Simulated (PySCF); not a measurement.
SSi, SMILES [Si]=S (connectivity only; charge and spin as stated), neutral, multiplicity 1. Atoms are numbered in the order given.

```xyz
2

Si     0.0000     0.0000    -1.0408
S      0.0000     0.0000     0.9107
```

Geometry optimised at PBE-D3(BJ)/def2-TZVPD.

Vertical ionisation energy (IE) and electron affinity (EA) in eV. Rows of orbital energies are one-electron estimates. Where ΔSCF, EOM or ADC give a negative EA the extra electron is unbound and the value depends on the basis.

```
level                                             IE    EA
---------------------------------------------  -----  ----
−ε(HOMO), −ε(LUMO), PBE/def2-TZVPD (PySCF)      6.97  3.20
−ε(HOMO), −ε(LUMO), r2SCAN/def2-TZVPD (PySCF)   7.20  3.10
EOM-CCSD/aug-cc-pVDZ (PySCF)                   10.40  0.25
ADC(3)/aug-cc-pVDZ (PySCF)                     10.31  0.28
```

Beyond the first one, list the lowest photoelectron lines from PySCF with ADC(3)/aug-cc-pVDZ with their pole strengths (two spins summed). (An estimate is asked for; the answer gives what the named calculation found.)

10.50 eV (1.77), 10.50 eV (1.77), 13.45 eV (0.53).
